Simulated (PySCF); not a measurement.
H2F3GeN (SMILES [NH2][Ge]([F])([F])[F]), singlet, geometry from GFN2-xTB. Base run: HF/6-31G (PySCF).

PySCF was given this input:
```python
from pyscf import gto, scf, solvent

mol = gto.M(
    atom='''
N     1.761906   -0.274078   -0.174265
Ge    0.018887   -0.003139   -0.001140
F    -0.851445   -0.995367   -1.061028
F    -0.375756    1.606810   -0.344185
F    -0.707780   -0.290046    1.522558
H     2.094143   -1.226803   -0.117520
H     2.382976    0.353211    0.317739
''',
    basis='6-31g',
    charge=0,
    spin=0,
    verbose=4,
)

mf = scf.RHF(mol)
mf.kernel()
mf.analyze()
```

The base run was repeated with changes; each row names its change, and settings that it needs were set with it.

```json
[
 {"change": "base", "ΔE vs base (kJ/mol)": "0.00", "dipole (D)": "4.53", "HOMO-LUMO gap (eV)": "15.84"},
 {"change": "model = COSMO; solvent = tetrahydrofuran", "ΔE vs base (kJ/mol)": "-44.4", "dipole (D)": "5.02", "HOMO-LUMO gap (eV)": "15.68"},
 {"change": "model = IEF-PCM; solvent = tetrahydrofuran; vdw_scale = 1.1", "ΔE vs base (kJ/mol)": "-60.5", "dipole (D)": "5.11", "HOMO-LUMO gap (eV)": "15.66"},
 {"change": "model = IEF-PCM; solvent = dimethylsulfoxide", "ΔE vs base (kJ/mol)": "-53.8", "dipole (D)": "5.14", "HOMO-LUMO gap (eV)": "15.62"},
 {"change": "model = IEF-PCM; solvent = tetrahydrofuran; r_probe = 0.5", "ΔE vs base (kJ/mol)": "-20.16", "dipole (D)": "4.83", "HOMO-LUMO gap (eV)": "15.72"},
 {"change": "model = IEF-PCM; solvent = tetrahydrofuran; vdw_scale = 1.0", "ΔE vs base (kJ/mol)": "-85.0", "dipole (D)": "5.19", "HOMO-LUMO gap (eV)": "15.66"},
 {"change": "model = IEF-PCM; solvent = tetrahydrofuran; lebedev_order = 41", "ΔE vs base (kJ/mol)": "-44.8", "dipole (D)": "5.04", "HOMO-LUMO gap (eV)": "15.66"},
 {"change": "model = IEF-PCM; solvent = n-hexane", "ΔE vs base (kJ/mol)": "-20.08", "dipole (D)": "4.76", "HOMO-LUMO gap (eV)": "15.77"},
 {"change": "model = IEF-PCM; solvent = tetrahydrofuran; lebedev_order = 11", "ΔE vs base (kJ/mol)": "-44.0", "dipole (D)": "5.03", "HOMO-LUMO gap (eV)": "15.66"},
 {"change": "model = IEF-PCM; solvent = tetrahydrofuran", "ΔE vs base (kJ/mol)": "-44.7", "dipole (D)": "5.04", "HOMO-LUMO gap (eV)": "15.66"},
 {"change": "model = SS(V)PE; solvent = tetrahydrofuran", "ΔE vs base (kJ/mol)": "-44.2", "dipole (D)": "5.03", "HOMO-LUMO gap (eV)": "15.67"},
 {"change": "model = IEF-PCM; solvent = chloroform", "ΔE vs base (kJ/mol)": "-39.1", "dipole (D)": "4.98", "HOMO-LUMO gap (eV)": "15.69"}
]
```

The base is the gas phase, so ΔE is the electrostatic part of solvation at a fixed geometry, without cavity and dispersion terms.
